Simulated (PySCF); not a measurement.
## Electron correlation in Ti+ (titanium, charge +1)

[Ar] 3d2 4s1, high-spin 4F determinant. Computed with PySCF 2.14 in aug-cc-pVTZ, with the non-relativistic Hamiltonian (point nucleus). Frozen: [Ar]; 3 electrons correlated.

```csv
level,correlation energy (mhartree)
CCSD,-14.26
(T),-0.09
CCSD(T),-14.35
```

Diagnostics: T1 = 0.0061, D1 = 0.0104, largest double amplitude 0.023.

Cost of the coupled-cluster step: of the order of 18 core-seconds, for 3 correlated electrons.
